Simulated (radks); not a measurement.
The numbers below are computed, except where a source is named.
Cl14+, configuration [He] 2s1.

Code: a radial shooting solver on a logarithmic mesh with Libxc functionals. Model: scalar-relativistic Kohn-Sham, Wu-Cohen GGA, spin-polarised, spherical densities, finite nucleus; open shells are filled with parallel spins first; Fermi nuclear charge, rms radius 3.3654 fm.

Energy parts (hartree):
total: -308.94940
kinetic: 311.16651
electron-nucleus: -637.20289
Hartree: 28.69928
exchange-correlation: -11.61230

Orbitals (lengths in bohr, moments of r in powers of bohr):
| orbital | occ. | eigenvalue (hartree) | <1/r> |
|---|---|---|---|
| 1s up | 1 | -127.4370 | 16.78 |
| 1s down | 1 | -127.2762 | 16.78 |
| 2s up | 1 | -28.86774 | 3.932 |

The highest occupied level is 2s up at -785.53 eV. The electron density at the nucleus is 3538 e/bohr^3 (large components only).
